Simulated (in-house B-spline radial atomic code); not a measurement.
The numbers below are computed, except where a source is named.
**Making a Troullier-Martins s channel for S, r_c = 1.23 bohr**

S, [Ne] 3s2 3p4, non-relativistic LDA (VWN5), spherical and spin-unpolarised, from a B-spline radial code for spherical atoms (atomic units). The all-electron 3s level is ε = -0.630912 hartree, its outermost node lies just inside 0.62 bohr and its outer maximum at 1.42 bohr.

Inside r_c the pseudo-orbital is u(r) = r^1 exp(p(r)), with p = c0 + c2 r² + c4 r⁴ + … + c12 r¹². The seven coefficients follow from p and its first four derivatives at r_c, from zero curvature of the screened potential at the origin, c4 = −c2²/(2l + 5), and from the norm inside r_c. At r_c the all-electron orbital has P = 0.8089234, P' = 0.3580224, the screened potential V = -2.106487, V' = 3.481036, V'' = -7.560065, and the norm inside is Q = 0.2386542.

Task: What are p, p' and p'' at r_c?

Result: p = ln(P/r_c^1) = ln(0.8089234/1.23) = -0.41907. p' = P'/P − 1/r_c = 0.44259 − 0.81301 = -0.37042. The radial equation gives p'' = 2(V − ε) − 2(1) p'/r_c − p'² = -2.95115 − (-0.60230) − 0.13721 = -2.48605. Differentiating, p''' = 2V' + 2(1)p'/r_c² − 2(1)p''/r_c − 2p'p'' = 8.673, and p'''' = 2V'' − 4(1)p'/r_c³ + 4(1)p''/r_c² − 2(1)p'''/r_c − 2p''² − 2p'p''' = -40.935.

For a trial c2 the five matching conditions are linear in c0, c6, c8, c10 and c12, and c2 is varied until the norm inside r_c equals Q. The root nearest zero gives:

```json
{"n": "0", "c_n": "-0.9222293"}
{"n": "2", "c_n": "0.7031402"}
{"n": "4", "c_n": "-0.09888122"}
{"n": "6", "c_n": "0.1193359"}
{"n": "8", "c_n": "-0.4287667"}
{"n": "10", "c_n": "0.2631878"}
{"n": "12", "c_n": "-0.04897543"}
```

Task: Check c4 and p(r_c), and find the screened pseudopotential at the origin.

Result: −c2²/5 = -0.0988812, as listed. The terms c_n r_c^n are -0.92223, 1.06378, -0.22633, 0.41324, -2.24627, 2.08601, -0.58727, which sum to -0.41907. Inverting the radial equation, V_l(r) = ε + 1 p'/r + (p'' + p'²)/2, so V_l(0) = ε + (2l + 3) c2 = -0.630912 + 3 × (0.70314) = 1.4785 hartree, finite where the all-electron potential diverges.

Orbitals and screened potentials:

```csv
r (bohr),P,u,V all-electron,V pseudo
0.123,0.02677,0.04943,-92.56,1.479
0.308,-0.4092,0.1308,-24.97,1.485
0.492,-0.2273,0.2307,-11.55,1.422
0.676,0.1483,0.3622,-6.616,0.9347
0.861,0.4794,0.5299,-4.219,-0.4281
1.045,0.6971,0.6998,-2.91,-2.041
1.23,0.8089,0.8089,-2.106,-2.106
```

Logarithmic derivatives P'/P at R = 1.53 bohr, for energies E around ε:

```csv
E − ε (hartree),all-electron,pseudo
-0.5,0.371648,0.368432
-0.25,0.105518,0.104529
-0.1,-0.0712528,-0.0714337
0,-0.197521,-0.197521
0.1,-0.331424,-0.331643
0.25,-0.548626,-0.550213
0.5,-0.964109,-0.972462
```

Task: With P(R) = 0.8287571 and a norm of 0.4462577 inside R, what slope in energy does norm conservation fix?

Result: d(P'/P)/dE = −2 × (norm inside R)/P(R)² = -1.2995 per hartree·bohr at E = ε, for both atoms, since orbital and norm agree at R. Differences over ±0.1 hartree give -1.3009 (all-electron) and -1.3010 (pseudo), which also hold third-order terms. Half a hartree below ε the two curves differ by -0.0032.
